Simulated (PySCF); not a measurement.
C₂H₄F₂Si₂, SMILES C(#C)[Si@H](F)[SiH2]F. Atoms are numbered in the order given.

```xyz
10

C      2.7981     0.9253     0.2819
C      1.8341     0.1828     0.3268
Si     0.3277    -0.8470     0.4048
F      0.3153    -1.8832    -0.8564
Si    -1.5700     0.5327     0.2823
F     -1.4167     1.5188    -1.0102
H      3.6534     1.5759     0.2400
H      0.3407    -1.6551     1.6540
H     -2.8202    -0.2614     0.1229
H     -1.6624     1.3728     1.5102
```
Charge 0, spin multiplicity 1.

Geometry optimised at B3LYP-D3(BJ)/def2-SVP. The structure was generated by enumeration; whether it is a known compound was not checked. One conformer was computed; it need not be the lowest.

These are TDA-PBE/def2-SVPD (PySCF) values and carry that method's errors.

Vertical excitations. 

| state | energy (eV) | λ (nm) | f | main pairs |
|---|---|---|---|---|
| S1 | 4.95 | 251 | 0.006 | HOMO→LUMO 97 % |
| S2 | 5.44 | 228 | 0.017 | HOMO→LUMO+1 74 %, HOMO−1→LUMO 20 % |
| S3 | 5.71 | 217 | 0.010 | HOMO−1→LUMO 44 %, HOMO→LUMO+2 30 %, HOMO−1→LUMO+1 11 % |
| S4 | 5.81 | 213 | 0.002 | HOMO−1→LUMO+1 54 %, HOMO−2→LUMO 42 % |
| S5 | 5.93 | 209 | 0.003 | HOMO−2→LUMO 47 %, HOMO−1→LUMO+1 28 %, HOMO→LUMO+2 20 % |
| S6 | 6.20 | 200 | 0.117 | HOMO−2→LUMO+1 41 %, HOMO→LUMO+2 19 %, HOMO−1→LUMO+2 15 %, HOMO→LUMO+1 9 % |
| S7 | 6.39 | 194 | 0.021 | HOMO−1→LUMO+2 43 %, HOMO−2→LUMO+1 28 %, HOMO−3→LUMO 20 % |
| S8 | 6.42 | 193 | 0.017 | HOMO−3→LUMO 74 %, HOMO−2→LUMO+1 12 % |
| S9 | 6.69 | 185 | 0.112 | HOMO−2→LUMO+2 58 %, HOMO−1→LUMO+2 18 % |
| S10 | 6.83 | 182 | 0.032 | HOMO−3→LUMO+1 95 % |
| T1 | 4.50 | 276 | 0 | HOMO→LUMO 92 % |
| T2 | 4.63 | 268 | 0 | HOMO−1→LUMO 39 %, HOMO→LUMO+1 36 %, HOMO→LUMO+2 6 % |
| T3 | 4.86 | 255 | 0 | HOMO→LUMO+1 52 %, HOMO−1→LUMO 43 % |
| T4 | 5.24 | 237 | 0 | HOMO→LUMO+2 47 %, HOMO−2→LUMO 20 %, HOMO−1→LUMO+1 15 % |
Triplets are in the Tamm–Dancoff approximation.
